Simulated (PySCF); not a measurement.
## Radial density of Co(2+) (cobalt, charge +2)

UHF, [Ar] 3d7, high-spin 4F determinant. All numbers are calculated (PySCF 2.14, the non-relativistic Hamiltonian (point nucleus), in def2-QZVPPD (11s6p5d4f2g, 100 functions)).

| r (bohr) | 4πr²ρ (e/bohr) | 4πr²(ρα − ρβ) |
| --- | --- | --- |
| 0.000999 | 0.1587 | 0.0000 |
| 0.00168 | 0.4326 | 0.0000 |
| 0.00283 | 1.151 | -0.0001 |
| 0.00475 | 2.934 | -0.0002 |
| 0.00799 | 6.970 | -0.0005 |
| 0.0134 | 14.71 | -0.0010 |
| 0.0226 | 25.52 | -0.0014 |
| 0.0380 | 32.39 | -0.0004 |
| 0.0640 | 27.96 | 0.0061 |
| 0.108 | 27.25 | 0.0363 |
| 0.181 | 36.52 | 0.2331 |
| 0.304 | 21.26 | 1.1146 |
| 0.512 | 16.11 | 2.7272 |
| 0.861 | 15.66 | 2.7193 |
| 1.45 | 3.879 | 0.9721 |
| 2.44 | 0.3236 | 0.0948 |
| 4.10 | 0.005346 | 0.0008 |
